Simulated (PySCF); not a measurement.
GeFCl, SMILES [F][Ge][Cl] (connectivity only; charge and spin as stated), neutral, multiplicity 1. Heavy atoms are numbered as in [Ge:1]([F:2])[Cl:3].

Geometry optimised at r2SCAN-D4/def2-TZVP.

The numbers are results of B3LYP/pcSseg-2 (PySCF), not measurements.

GIAO shieldings, no solvent; atoms alike by connectivity are averaged. δ = σ(ref) − σ: ⁷³Ge against GeH4 (σ = 1629.1 ppm); ¹⁹F against CFCl3 (σ = 159.6 ppm); ³⁵Cl against HCl (σ = 930.0 ppm), references at their B3LYP-D3(BJ)/def2-TZVP geometries, non-relativistic (without spin–orbit terms, shifts of atoms bonded to Cl or Br come out too high).

| atoms | nucleus | count | δ (ppm) |
|---|---|---|---|
| Ge1 | ⁷³Ge | 1 | 595.5 |
| F2 | ¹⁹F | 1 | 84.7 |
| Cl3 | ³⁵Cl | 1 | [?] |

Problem. Complete the blanks. (Estimate from the structure and the level; the computed values follow.)

Solution. 
- Cl3, δ (ppm): 499.5
